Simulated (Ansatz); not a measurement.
Cost and result for the atomization energy of CH₈O₂Si₂, SMILES `O[SiH2]C[SiH2]O` (13 atoms, 12 bonds).

Cartesian coordinates in Å:
```
O -0.846 1.656 -1.490
Si -0.818 0.005 -1.529
C 0.326 -0.709 -0.238
Si 0.205 0.128 1.427
O 0.894 -0.758 2.639
H -0.055 2.130 -1.744
H -0.412 -0.477 -2.880
H -2.213 -0.409 -1.250
H 0.069 -1.769 -0.119
H 1.361 -0.666 -0.596
H -1.212 0.282 1.829
H 0.857 1.464 1.329
H 1.844 -0.877 2.621
```

Total charge 0; spin multiplicity 1. The structure was optimised at the PBE0-D4/def2-TZVP level. It is one conformer, not always the lowest. Program: Ansatz. All runs use 4 threads of an Arm Neoverse V2 on a shared host. Times are those of one run each, without the atoms' runs, and a repeat can differ threefold. Electronic energies, without spin–orbit coupling; frozen cores. CCSD(T)/CBS adds CCSD(T) − MP2 in def2-TZVPP to the MP2 limit, and its time is that of the two runs behind it. T1 = 0.011. B3LYP takes the VWN-RPA correlation (the form of Gaussian; ORCA's B3LYP/G).

CCSD(T)/CBS is a level of theory with its own doubt, some kJ/mol a heavy atom from the limit and from the frozen cores, so smaller differences don't rank the functionals.

| level | functions | wall time | atomization (kJ/mol) | difference from CCSD(T)/CBS | per bond |
| --- | --- | --- | --- | --- | --- |
| PBE-D4/def2-TZVPP (with forces) | 289 | 3 s | 4681.0 | -15.3 | -1.3 |
| PBE0-D4/def2-TZVPP | 289 | 3.7 s | 4623.5 | -72.8 | -6.1 |
| r2SCAN-D4/def2-TZVPP (with forces) | 289 | 6 s | 4673.8 | -22.5 | -1.9 |
| B3LYP-D4/def2-TZVPP (with forces) | 289 | 6 s | 4658.4 | -37.9 | -3.2 |
| B2PLYP/def2-TZVPP | 289 | 6.5 s | 4617.3 | -79.0 | -6.6 |
| ωB97X-V/def2-TZVPP | 289 | 9.5 s | 4692.5 | -3.8 | -0.3 |
| ωB97M-V/def2-TZVPP (with forces) | 289 | 14 s | 4688.4 | -7.9 | -0.7 |
| MP2/def2-QZVPP | 551 | 28 s | 4703.0 | 6.7 | 0.6 |
| CCSD(T)/def2-TZVPP | 289 | 4.3 min | 4566.3 | -130.0 | -10.8 |
| CCSD(T)/CBS(def2) | – | 4.7 min | 4696.3 | 0.0 | 0.0 |

In def2-TZVPP, CCSD(T) changes the Hartree–Fock value by +1114.4 kJ/mol (the triples alone add +55.2 kJ/mol) and MP2 by +1173.1 kJ/mol; breaking electron pairs costs correlation energy, which Hartree–Fock lacks. From PBE to PBE0 (25 % exact exchange), in def2-TZVPP and without D4, the atomization energy moves by −53.4 kJ/mol: exact exchange takes away binding that semilocal exchange gives to molecules. The D4 term adds +44.2 kJ/mol with B3LYP and +23.3 kJ/mol with PBE0; it sums over pairs of atoms, weighted by their polarisabilities, and B3LYP, whose exchange is more repulsive, gets the larger term.
